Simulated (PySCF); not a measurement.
## [Tl(NH2)2]− at several levels of theory

Computed with PySCF 2.14.0 (density fitting, no spin-orbit coupling) at the geometry relaxed with PBE0:

```xyz
7
[Tl(NH2)2]− (singlet; a saddle point, relaxed within its symmetry)
Tl    0.0000    0.0000    0.0000
N     0.0000    0.0000    2.5222
H     0.5684    0.5684    3.1697
H    -0.5684   -0.5684    3.1697
N     0.0000    0.0000   -2.5222
H     0.5684   -0.5684   -3.1697
H    -0.5684    0.5684   -3.1697
```

| level | basis | state | HOMO (eV) | gap (eV) | charge on Tl1 (e) | dipole about the centre of mass (D) | largest force component (eV/Å) |
| --- | --- | --- | --- | --- | --- | --- | --- |
| PBE0 | Tl def2-SVP with ECP60, N def2-SVP, H def2-SVP | singlet | 0.08 | 3.71 | 0.05 | 0.00 | 0.00 |
| revPBE | the same | singlet | 1.23 | 2.13 | -0.09 | 0.00 | 0.38 |
| BLYP | the same | singlet | 1.24 | 2.07 | -0.14 | 0.00 | 0.42 |
| r2SCAN | the same | singlet | 1.00 | 2.36 | -0.01 | 0.00 | 0.12 |
| TPSS | the same | singlet | 1.15 | 2.22 | -0.06 | 0.00 | 0.40 |
| PBE0 | Tl def2-TZVP with ECP60, N def2-TZVP, H def2-TZVP | singlet | -0.44 | 3.74 | 0.38 | 0.00 | 0.60 |

Charges are Mulliken's, which hang on the basis. The relaxation used the grid (50, 194), these runs (75, 302) or, all-electron (x2c bases, spin-free X2C Hamiltonian), (99, 590).

(1) What does PBE0 with Tl x2c-SVPall, N x2c-SVPall, H x2c-SVPall give here?

The highest filled level of some runs lies above zero, as often for anions with such functionals and bases.

Results:

(1) state singlet, HOMO (eV) 0.15, gap (eV) 3.76, charge on Tl1 (e) 0.08, dipole about the centre of mass (D) 0.00, largest force component (eV/Å) 0.11. Time: 17 s on 2 threads of Intel(R) Xeon(R) 6975P-C (Granite Rapids), on a shared host, from free ions and atoms.
